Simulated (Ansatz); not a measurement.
Total energies of Cl2F4W, SMILES `[F][W]([F])([F])([F])([Cl])[Cl]`.

```xyz
7

F     0.6747    1.7050   -0.1533
W     0.0236   -0.0030    0.0399
F    -0.5711   -1.7180    0.3286
F     1.7103   -0.5435    0.5608
F    -0.3035    0.3665    1.8189
Cl   -2.0683    0.6846   -0.4844
Cl    0.5344   -0.4916   -2.1104
```

The species carries charge 0 and has multiplicity 1. Correlated methods include outer-core shells of W, which these sets cover unevenly. W takes the def2 core potential. The geometry is a stationary point of PBE0-D4/def2-TZVP. Basis def2-TZVPP, Ansatz 0.2.0.

RPA on PBE orbitals: Hartree–Fock energy of these orbitals -1383.42179 Eh, correlation -2.80996 Eh (frozen core).

```json
{"functional": "LDA (SPW92)", "energy without D4 (Eh)": "-1381.80639", "D4 term (kJ/mol)": "–"}
{"functional": "PBE", "energy without D4 (Eh)": "-1386.68086", "D4 term (kJ/mol)": "-24.3"}
{"functional": "revPBE", "energy without D4 (Eh)": "-1387.13978", "D4 term (kJ/mol)": "-61.8"}
{"functional": "BLYP", "energy without D4 (Eh)": "-1387.34246", "D4 term (kJ/mol)": "-52.0"}
{"functional": "r2SCAN", "energy without D4 (Eh)": "-1387.20568", "D4 term (kJ/mol)": "-5.5"}
{"functional": "B97M-V", "energy without D4 (Eh)": "-1386.99751", "D4 term (kJ/mol)": "–"}
{"functional": "B3LYP", "energy without D4 (Eh)": "-1387.40904", "D4 term (kJ/mol)": "-39.8"}
{"functional": "r2SCANh", "energy without D4 (Eh)": "-1387.14242", "D4 term (kJ/mol)": "-6.0"}
{"functional": "r2SCAN0", "energy without D4 (Eh)": "-1387.05098", "D4 term (kJ/mol)": "-6.7"}
{"functional": "HSE06 (plane-wave form)", "energy without D4 (Eh)": "-1386.63373", "D4 term (kJ/mol)": "-19.5"}
{"functional": "BHLYP", "energy without D4 (Eh)": "-1387.05063", "D4 term (kJ/mol)": "-34.9"}
{"functional": "ωB97M-V", "energy without D4 (Eh)": "-1387.12592", "D4 term (kJ/mol)": "–"}
{"functional": "B2PLYP", "energy without D4 (Eh)": "-1386.78003", "D4 term (kJ/mol)": "–"}
{"functional": "PBE-QIDH", "energy without D4 (Eh)": "-1386.34641", "D4 term (kJ/mol)": "–"}
```

(1) Give the same for PBE0, CAM-B3LYP, LC-ωPBE, ωB97X-V. (An estimate is asked.)

B3LYP takes the VWN-RPA correlation (the form of Gaussian; ORCA's B3LYP/G). HSE06 is the plane-wave form, built on full-range PBE exchange. The double hybrids freeze the cores in their second-order part.

Results:

(1) Computed: 
| functional | energy without D4 (Eh) | D4 term (kJ/mol) |
| --- | --- | --- |
| PBE0 | -1386.66507 | -20.7 |
| CAM-B3LYP | -1387.24818 | -21.4 |
| LC-ωPBE | -1386.90242 | – |
| ωB97X-V | -1387.04398 | – |

LC-ωPBE has ω = 0.4 bohr⁻¹.
